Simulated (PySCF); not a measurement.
H$_{9}$PSi$_{3}$, charge +1, doublet, geometry from GFN2-xTB of the parent state (a state made from the parent by changing its charge; the spin is typed, not shown lowest).

Here is a job for PySCF.
```python
from pyscf import gto, scf, dft

mol = gto.Mole()
mol.atom = '''
    Si   -0.73150406    1.82305785   -0.40791737
    P     0.18821174   -0.17350413   -0.73727730
    Si    1.86473710   -0.16240545    0.72209052
    Si   -1.27528289   -1.52970289    0.24227527
    H     0.23660144    2.81452484   -0.86999042
    H    -1.05477390    2.07124934    1.00037921
    H    -1.95510257    1.86016427   -1.20489688
    H     2.82295740    0.83662120    0.25571496
    H     2.44340496   -1.50357383    0.70954322
    H     1.42887523    0.17189027    2.08138167
    H    -0.68465939   -2.86566528    0.23155487
    H    -2.49681096   -1.47983083   -0.55717985
    H    -1.57497050   -1.13611115    1.62237473
'''
mol.basis = 'def2-sv(p)'
mol.charge = 1
mol.spin = 1
mol.verbose = 4
mol.build()

mf = dft.UKS(mol)
mf.xc = 'm062x'
mf.kernel()
```

What Mulliken (on the basis functions themselves) charges in atom order does PySCF with M062X/def2-SV(P) give?

Si1 0.10, P2 -0.15, Si3 0.10, Si4 0.10, H5 0.09, H6 0.10, H7 0.09, H8 0.09, H9 0.09, H10 0.10, H11 0.09, H12 0.09, H13 0.10

Give the <S^2> at the level M062X/def2-SV(P).

0.755

Give the HOMO energy at the level M062X/def2-SV(P).

-14.85 eV

Predict the total energy from M062X/def2-SV(P).

-1214.4312 Eh

These values belong to the state on which the SCF converged, which isn't shown to be the lowest.

Roughly what does it cost on one core?

about 23 core-seconds (a rough figure).
